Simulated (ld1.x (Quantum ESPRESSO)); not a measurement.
## Configuration tests for I (TM)

```
Element                 : I
Generator               : ld1.x (Quantum ESPRESSO) 7.5
Type                    : norm-conserving Troullier–Martins (Kleinman–Bylander form)
Functional              : PBE
Relativity              : scalar-relativistic
Frozen core             : [Kr] 4d10
Valence charge          : 7
Reference configuration : 5s2 5p5
Partial waves           : 5p (bound): rc 1.80 bohr; 5s (bound): rc 1.75 bohr
Local potential         : the s channel
Core correction         : none
```

Energies are relative to the spin-unpolarised reference configuration 5s2 5p5; without spin polarisation the order of configurations can differ from experiment.

| valence configuration | charge | ΔE all-electron (eV) | error AE − PS (meV) |
| --- | --- | --- | --- |
| 5s2 5p4 | +1 | 11.131 | -4.8 |
| 5s2 5p3 | +2 | 30.977 | -20 |
| 5s2 5p2 | +3 | 60.305 | -52 |
| 5s1 5p5 | +1 | 22.111 | +3.1 |
| 5s1 5p6 | 0 | 10.414 | +2.6 |
| 5s2 5p5.3 | -0.3 | -1.783 | +0.4 |

Question: What are ΔE and the potential's error for 5s2 5p1?

Answer: ΔE = 99.731 eV all-electron; the error (AE − PS) is -95 meV.

Levels in the configuration 5s2 5p3:

| level | all-electron (eV) | pseudo (eV) |
| --- | --- | --- |
| 5s | -36.003 | -36.009 |
| 5p | -24.481 | -24.497 |
